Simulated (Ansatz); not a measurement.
`O=[CH][GeH2][AlH2]` + H₂ → `O=[CH][GeH3]` + `[AlH3]` at 298.15 K and 1 bar (hydrogenolysis of a Ge–Al bond).

Calculated with Ansatz (gas phase, PBE0-D4/def2-TZVP geometries, no zero-point term in ΔE). CCSD(T)/CBS is the MP2 limit (def2-TZVPP, def2-QZVPP) plus CCSD(T) − MP2 in def2-TZVPP, frozen cores. This one scheme is used for every species. For Ge outer-core shells are correlated without core-valence functions, which leaves a few kJ/mol of doubt a bond. Scalar relativity is left out up to krypton. Each species was taken in one conformer, which may not be the lowest.

```tsv
species	CCSD(T)/CBS energy (Eh)	H − E (kJ/mol)	S (J/(mol·K))
`O=[CH][GeH2][AlH2]`	-2434.30864	145.2	373.0
H₂	-1.17544	35.1	130.4
`O=[CH][GeH3]`	-2191.69659	122.4	302.7
`[AlH3]`	-243.78045	58.9	207.5
```

H − E and S are ideal-gas, rigid-rotor, harmonic terms from PBE0-D4/def2-TZVP, for one conformer and one mirror image of each species. The MP2-based limit puts H₂ 0.8 mEh under its directly extrapolated value; such offsets cancel only in part. 1 Eh = 2625.50 kJ/mol, R = 8.31446 J/(mol·K).

Task: By hand: ΔE, ΔH, ΔS and ΔG.

Result: ΔE = (-2191.69659) + (-243.78045) − (-2434.30864) − (-1.17544) = 0.00704 Eh = 18.5 kJ/mol. Δ(H − E) = 122.4 + 58.9 − 145.2 − 35.1 = 1.0, so ΔH = 19.5 kJ/mol. ΔS = 302.7 + 207.5 − 373.0 − 130.4 = 6.8 J/(mol·K). ΔG = 19.5 − 298.15 × (6.8)/1000 = 17.5 kJ/mol.

Task: By hand: the equilibrium constant, and the temperature at which ΔG would vanish if ΔH and ΔS stayed fixed.

Result: log₁₀ K = −ΔG/(RT ln 10) = -3.1. ΔG = 0 at ΔH/ΔS = 2868 K, far beyond where these terms or the molecules hold.

The number of gas molecules stays the same, so ΔS is small and ΔH decides. A doubt of 5 kJ/mol in ΔE shifts log₁₀ K by 0.9 here. Other conformers and mirror images would add mixing entropy, several J/(mol·K) or more a flexible species. Modes under 60 cm⁻¹, often nearly free rotors, make the harmonic entropy too high. These are equilibria of isolated gas molecules and say nothing of rates. Largest T1 diagnostic: 0.015 (customary marks: 0.02 for closed shells, 0.045 for open ones).
